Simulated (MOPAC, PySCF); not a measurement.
H₁₀Ge₂Si₂, SMILES `[SiH3][GeH2][GeH2][SiH3]` (Si–Ge–Ge–Si torsion 178°), neutral singlet in the gas phase. 

Cartesian coordinates (Å):
```xyz
14

Si     2.9365     0.7582    -0.1454
Ge     1.0270    -0.6544    -0.2834
Ge    -1.0244     0.6342    -0.1977
Si    -2.9277    -0.7770    -0.4140
H      2.9347     1.7101    -1.2974
H      4.2043    -0.0333    -0.1742
H      2.8859     1.5431     1.1254
H      1.0551    -1.4606    -1.5958
H      1.0254    -1.6671     0.8773
H     -1.0751     1.4006     1.1374
H     -1.0052     1.6806    -1.3279
H     -2.9294    -1.7830     0.6910
H     -4.1989     0.0073    -0.3560
H     -2.8651    -1.4998    -1.7205
```
Charge 0, spin multiplicity 1.

All levels are single points at this geometry (r2SCAN-D4/def2-SVP); Pople sets use spherical d functions. Orbital energies aren't observables, and empty levels follow the basis.

PM6 in MOPAC gives gap (eV) = 8.28.

Q: Estimate the gap (eV) from each of these levels: r2SCAN-D4/def2-TZVP in PySCF; B3LYP/3-21G in PySCF; B3LYP/6-311+G** (LANL2DZ on Ge) in PySCF; B3LYP/6-31G* in PySCF; B3LYP/LANL2DZ in PySCF; BP86/6-31G* in PySCF; PBE/6-31G* in PySCF; SVWN5/6-31G* in PySCF; HF/3-21G in PySCF; HF/STO-3G in PySCF; AM1 in MOPAC; PM3 in MOPAC.

A: 
```csv
level,gap (eV)
r2SCAN-D4/def2-TZVP in PySCF,5.86
B3LYP/3-21G in PySCF,7.12
B3LYP/6-311+G** (LANL2DZ on Ge) in PySCF,6.91
B3LYP/6-31G* in PySCF,6.83
B3LYP/LANL2DZ in PySCF,7.29
BP86/6-31G* in PySCF,5.48
PBE/6-31G* in PySCF,5.46
SVWN5/6-31G* in PySCF,5.35
HF/3-21G in PySCF,12.57
HF/STO-3G in PySCF,17.12
AM1 in MOPAC,8.19
PM3 in MOPAC,7.49
```
